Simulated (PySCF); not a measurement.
Task: Write Cartesian coordinates for `CCCc1cncn1[SiH2]C` as optimised with GFN2-xTB.

Result: 
```xyz
24
C7H14N2Si angstrom
C      3.1110    1.0697    0.4251
C      2.0298    0.0136    0.6111
C      1.0454   -0.0054   -0.5647
C      0.0069   -1.0540   -0.3780
C      0.0180   -2.3703   -0.7346
N     -1.1237   -2.9847   -0.3084
C     -1.8026   -2.0614    0.2941
N     -1.1780   -0.8453    0.2984
Si    -1.8570    0.6394    0.9453
C     -2.6053    1.6406   -0.4813
H      2.6695    2.0608    0.3440
H      3.6827    0.8752   -0.4796
H      3.7953    1.0671    1.2700
H      1.4814    0.2068    1.5356
H      2.4900   -0.9722    0.7012
H      1.5949   -0.2145   -1.4855
H      0.5768    0.9765   -0.6609
H      0.7669   -2.9155   -1.2745
H     -2.7610   -2.2066    0.7506
H     -0.7829    1.3634    1.6268
H     -2.8753    0.1917    1.8948
H     -3.3778    1.0726   -0.9947
H     -3.0584    2.5572   -0.1164
H     -1.8584    1.9151   -1.2224
```

Any rigid rotation of these coordinates is as good. Atoms count from 1 in this order. The 5-membered ring C4–C5–N6–C7–N8 has internal angles of 104.8° to 113.3° (sum 540°, against 540° for a flat polygon); it is planar, 0.00 Å rms from its mean plane, widest ring torsion 0°. Si9 (SiH2 silicon) is distorted tetrahedral (angles from 104.5° to 112.2°). N8 (pyrrole-type nitrogen) is planar (angles 129.8°, 125.2° and 104.8°, sum 359.9°, 0.03 Å off the plane of its three neighbours). N6 (pyridine-type nitrogen) is bent (angle 105.2°).

Bonds between heavy atoms (Å): C1–C2 1.523, C2–C3 1.534, C3–C4 1.488, C4–C5 1.364, C5–N6 1.365, N6–C7 1.295, C7–N8 1.367, N8–Si9 1.756, Si9–C10 1.897, C4–N8 1.380.

Computed geometry: GFN2-xTB, gas phase.

Point group: C1 (no symmetry element, even within 0.4 Å). GFN2-xTB frequencies: not computed here. One conformer, not necessarily the lowest (C1–C2–C3–C4 179°, C2–C3–C4–C5 -88°, C7–N8–Si9–C10 -98°).
